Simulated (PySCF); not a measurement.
PySCF input for CH₆ClNOSi, SMILES C[Si](N)(Cl)O, HF/pcSseg-1. Coordinates come from a PBE0-D3(BJ)/def2-SVP optimisation. This is a generated structure with no PubChem entry under its InChIKey; it may be hypothetical. Other conformers were not sampled.

```python
import numpy as np
from pyscf import gto, scf, dft
from pyscf.prop.nmr import rhf as nmr

mol = gto.M(
    atom='''
    C     1.69023015   -0.85574549   -0.51172921
    Si    0.07200281    0.03531433   -0.33004453
    N    -1.09127133   -0.67450717   -1.37705041
    O     0.14882607    1.66225573   -0.64344193
    Cl   -0.45502362   -0.03923716    1.67929838
    H     1.60442840   -1.90338794   -0.18467245
    H     2.45553221   -0.37113891    0.11249528
    H     2.03529608   -0.84338880   -1.55720533
    H    -2.05618648   -0.36288220   -1.32857703
    H    -1.05351416   -1.67536191   -1.53854429
    H     0.04871600    1.88676824   -1.57368154
    ''',
    basis='pcSseg-1',
    charge=0,
    spin=0,
    max_memory=1600,
    verbose=3,
)
mf = scf.RHF(mol)
mf.conv_tol = 1e-10
mf.max_cycle = 100
mf.kernel()
n = nmr.NMR(mf)
n.verbose = 2
n.max_cycle_cphf = 60
sigma = n.kernel()
print('atom   isotropic/ppm   span/ppm')
for i, s in enumerate(sigma):
    w = np.linalg.eigvalsh((s + s.T) / 2)
    print(f'{mol.atom_symbol(i):2s}{i + 1:3d} {w.mean():14.3f} {w[2] - w[0]:11.3f}')
```

It prints:

```
converged SCF energy = -919.191819401265
atom   isotropic/ppm   span/ppm
C   1        189.479      14.218
Si  2        399.232      51.606
N   3        236.746      47.982
O   4        288.877      68.862
Cl  5        937.376     206.210
H   6         31.474      10.832
H   7         31.156      11.585
H   8         31.520      12.394
H   9         30.685      18.579
H  10         30.763      17.705
H  11         29.899      23.050
```

Self-consistency was reached.

Cost: around 15 core-seconds (rough).
